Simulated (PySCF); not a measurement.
Compound: pyruvic aldehyde dimethyl acetal, C5H10O3.
SMILES with atom numbers: `[CH3:1][O:2][CH:3]([O:4][CH3:5])[C:6]([CH3:7])=[O:8]` (hydrogens: H9, H10, H11 on C1; H12 on C3; H13, H14, H15 on C5; H16, H17, H18 on C7)

Geometry (PBE0-D3(BJ)/def2-SVP, Å), atoms numbered from 1 in this order:
```xyz
18
C5H10O3 angstrom
C     -1.7206    1.6731   -0.2110
O     -0.3547    1.3623   -0.3149
C     -0.0939    0.0899   -0.7555
O     -0.5373   -0.8374    0.2015
C     -0.7885   -2.1237   -0.2972
C      1.4172   -0.0990   -0.9101
C      2.2865    0.6273    0.0701
O      1.8306   -0.8731   -1.7404
H     -2.2261    1.5850   -1.1914
H     -1.7943    2.7129    0.1329
H     -2.2292    1.0140    0.5103
H     -0.5797   -0.1237   -1.7350
H      0.1139   -2.5849   -0.7350
H     -1.1312   -2.7386    0.5457
H     -1.5775   -2.1090   -1.0734
H      1.9357    0.4163    1.0918
H      2.1815    1.7124   -0.0776
H      3.3307    0.3166   -0.0554
```

Method: PBE0-D3(BJ)/def2-SVP geometry optimisation, gas phase in PySCF 2.14.0.

Masses are those of the commonest isotopes; rigid-rotor values at the optimised geometry. The values belong to one conformer with, in the numbering `[CH3:1][O:2][CH:3]([O:4][CH3:5])[C:6]([CH3:7])=[O:8]`, C1–O2–C3–O4 -66°, O2–C3–O4–C5 158°, O2–C3–C6–C7 34°.

Problem. Give the principal moments of inertia and the rotational constants in cm⁻¹.

Solution. Ia = 207.87, Ib = 280.70, Ic = 409.86 u·Å²; 505379 MHz·u·Å²/I gives 2431, 1800 and 1233 MHz, that is A = 0.08110, B = 0.06006, C = 0.04113 cm⁻¹.

Problem. What kind of rotor is it?

Solution. An asymmetric top; Ray's κ = -0.053.

Problem. What does the inertial defect say?

Solution. Not planar: Δ = Ic − Ia − Ib = -78.71 u·Å². For a rigid frame Δ = −2 Σ m c², so Σ m c² = 39.36 u·Å² lies off the ab plane: 10.07 from hydrogen and 29.28 from heavier atoms. The atom farthest from that plane is 1.83 Å away.

Problem. Give the other two planar moments, Paa and Pbb, and the rms extents of the mass along the axes.

Solution. Paa = Σ m a² = (Ib + Ic − Ia)/2 = 241.35 and Pbb = Σ m b² = (Ia + Ic − Ib)/2 = 168.51 u·Å². With the mass M = 118.06 u, the rms extents √(P/M) along a, b and c are 1.43, 1.19, 0.58 Å.

Problem. Which lines would a microwave search look for?

Solution. The dipole components are |μa| = 2.20 D, |μb| = 0.27 D, |μc| = 0.30 D. The squared components, which scale the intensities, stand as 1.00 : 0.01 : 0.02 (a : b : c). Some lines, for components of 0.1 D or more:

```
type  branch         J(Ka,Kc)    MHz  lower level (cm⁻¹)
   c       Q  2(1,2) ← 2(0,2)    311               0.295
   a       Q  4(3,1) ← 4(3,2)    459               1.302
   b       R  1(1,1) ← 0(0,0)   3664               0.000
   b       Q  3(3,0) ← 3(2,1)   3750               0.763
   b       Q  3(2,2) ← 3(1,3)   4577               0.576
   b       Q  4(3,2) ← 4(2,3)   5251               1.127
   b       R  2(1,2) ← 1(0,1)   6130               0.101
   b       R  2(2,1) ← 1(1,0)   8527               0.141
   a       R  3(2,2) ← 2(2,1)   9100               0.426
   a       R  3(2,1) ← 2(2,0)   9883               0.434
   a       R  4(0,4) ← 3(0,3)  10732               0.573
   b       R  4(1,3) ← 3(2,2)  11291               0.729
   a       R  4(3,2) ← 3(3,1)  12479               0.886
   a       R  4(2,2) ← 3(2,1)  13315               0.763
   b       R  3(2,1) ← 2(1,2)  13725               0.306
   c       R  4(2,2) ← 3(1,2)  15594               0.687
   b       R  4(2,2) ← 3(1,3)  18922               0.576
```

Not checked by PBE0-D3(BJ)/def2-SVP frequencies. Zero-point vibration and centrifugal distortion are left out. A rigid rotor knows nothing of internal rotation, which can split or shift real lines.
